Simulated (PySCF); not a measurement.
Method: PySCF 2.14.0, delta-SCF UKS SCAN, pcX-2 on the ionised atom, pcseg-1 elsewhere, spin-free X2C. Geometries: PBE0-D3(BJ)/def2-SVP; isolated species, one conformer each. Values against the vacuum level. For 2p shells one spin-free hole was relaxed; a mean-field spin–orbit operator and the ground-state splitting of the three 2p orbitals were then diagonalised within the shell. The shell's mean is (2 × 2p3/2 + 2p1/2)/3, and the degeneracies 2j + 1 give areas of 2:1.

**Question.** Order these sites by rising C 1s binding energy.
A. C2 in `[CH3:1][C@@H:2]1[CH2:3][C@H:4]([F:5])[SiH2:6][O:7]1`
B. C4 in `[CH3:1][CH2:2][C@@H:3]1[CH2:4][BH:5][CH2:6][C@@H:7]1[CH3:8]`
C. C8 in `[CH3:1][B:2]([CH3:3])[CH2:4][CH:5]=[C:6]([CH3:7])[CH3:8]`
D. C7 in `[CH3:1][C@@H:2]1[BH:3][CH2:4][CH2:5][CH2:6][C@@H:7]1[CH3:8]`

**Answer.** B (289.68 eV), D (290.17 eV), C (290.43 eV), A (292.39 eV).

The highest is bonded to O, 2 C and H, the lowest to C, 2 H and B; the range is 2.71 eV.

**Question.** Order these sites by rising Si 1s binding energy.
A. Silicon in `C=C(O[SiH3])[C@H](C)F`
B. Silicon in `CC(=S)[SiH2][CH2][GeH3]`
C. Silicon in `C[C@@H]1C[C@H](F)[SiH2]O1`

**Answer.** B (1846.33 eV), C (1847.11 eV), A (1847.73 eV).

The highest is bonded to O and 3 H, the lowest to 2 C and 2 H; the range is 1.40 eV.

**Question.** Order these sites by rising Si 2p3/2 binding energy.
A. Silicon in `C[C@@H]1C[C@H](F)[SiH2]O1`
B. Silicon in `CC(=S)[SiH2][CH2][GeH3]`
C. Silicon in `C=C(O[SiH3])[C@H](C)F`

**Answer.** B (106.54 eV), A (107.27 eV), C (107.87 eV).

The highest is bonded to O and 3 H, the lowest to 2 C and 2 H; the range is 1.33 eV.
